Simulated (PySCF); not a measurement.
**Working out the ionisation energy of Cd²⁺**

Cd²⁺ [Kr] 4d10 (1S) → Cd³⁺ [Kr] 4d9 (2D). Calculation: PySCF 2.14, in aug-cc-pVDZ-PP with ECP28MDF (5s5p4d2f, 54 functions); scalar relativity through the core potential. Frozen: 4s2 4p6. Energies in hartree (1 hartree = 27.21139 eV):

```json
{"part": "UHF", "Cd²⁺ (lower)": "-165.996307", "Cd³⁺ (upper)": "-164.675093"}
{"part": "CCSD correlation", "Cd²⁺ (lower)": "-0.276978", "Cd³⁺ (upper)": "-0.220717"}
{"part": "(T)", "Cd²⁺ (lower)": "-0.003926", "Cd³⁺ (upper)": "-0.002131"}
```

Q: What does Hartree-Fock give?

A: (-164.675093) − (-165.996307) = 1.321214 hartree = 35.952 eV.

Q: What do CCSD and CCSD(T) give?

A: The CCSD correlation energies differ by 0.056261 hartree = 1.531 eV and the triples by 0.001795 hartree = 0.049 eV, so CCSD gives 37.483 eV and CCSD(T) 37.532 eV.

Reference: 37.468 ± 0.006 eV (measured; NIST Atomic Spectra Database, ionization energies), between the lowest levels; spin-orbit coupling is absent from the calculation.

A double-zeta basis recovers only part of the correlation energy.

What remains against the reference includes basis incompleteness, the frozen core and higher excitations.
